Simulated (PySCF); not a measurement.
Sn(F)3(vinyl) (C₂H₃F₃Sn), SMILES C=[CH][Sn]([F])([F])[F]. Atoms are numbered in the order given.

```xyz
9

C      0.0003    -2.7546     0.0000
C      0.8623    -1.7321     0.0000
Sn     0.0475     0.2166     0.0000
F     -1.8702     0.0136     0.0000
F      0.4477     1.3460    -1.5055
F      0.4477     1.3460     1.5055
H     -1.0854    -2.6052     0.0000
H      0.3583    -3.7918     0.0000
H      1.9492    -1.8655     0.0000
```

The structure is a stationary point at r2SCAN-D4/def2-SVP. The structure was generated by enumeration; whether it is a known compound was not checked. The def2 effective core potentials stand for the cores of Sn; spin–orbit coupling is left out. The values are those of a single conformer.

Level of theory: TDA-PBE/def2-SVPD (PySCF 2.14.0).

Vertical excitations. Gas-phase values at a fixed geometry. State labels are in the subgroup Cs.

### Question
Estimate the UV-visible absorptions. (Estimate from the structure and the level; the computed values follow.)

### Answer

```
state  symmetry  energy (eV)  λ (nm)      f                                                                 main pairs
-----  --------  -----------  ------  -----  -------------------------------------------------------------------------
S1           A"         5.24     237  0.003                                                             HOMO→LUMO 99 %
S2           A"         6.02     206  0.001                                                         HOMO−1→LUMO+1 94 %
S3           A"         6.09     204  0.000                                                           HOMO−2→LUMO 97 %
S4           A'         6.13     202  0.154                                         HOMO−1→LUMO 71 %, HOMO−4→LUMO 15 %
S5           A'         6.27     198  0.050                                         HOMO−4→LUMO 71 %, HOMO−1→LUMO 12 %
S6           A"         6.27     198  0.007                                         HOMO−3→LUMO 72 %, HOMO−5→LUMO 25 %
S7           A'         6.35     195  0.004                                       HOMO−2→LUMO+1 67 %, HOMO−6→LUMO 31 %
S8           A"         6.47     192  0.028                     HOMO−5→LUMO 58 %, HOMO−4→LUMO+1 20 %, HOMO−3→LUMO 13 %
S9           A"         6.48     191  0.012                                                         HOMO−4→LUMO+1 79 %
S10          A'         6.49     191  0.027  HOMO−6→LUMO 48 %, HOMO−2→LUMO+1 24 %, HOMO−3→LUMO+1 13 %, HOMO−4→LUMO 9 %
T1           A'         4.42     280      0                                                           HOMO→LUMO+1 97 %
T2           A"         4.94     251      0                                                             HOMO→LUMO 98 %
T3           A'         5.09     244      0                                                           HOMO−1→LUMO 98 %
T4           A"         5.57     222      0                                                         HOMO−1→LUMO+1 97 %
```
Triplets are in the Tamm–Dancoff approximation.
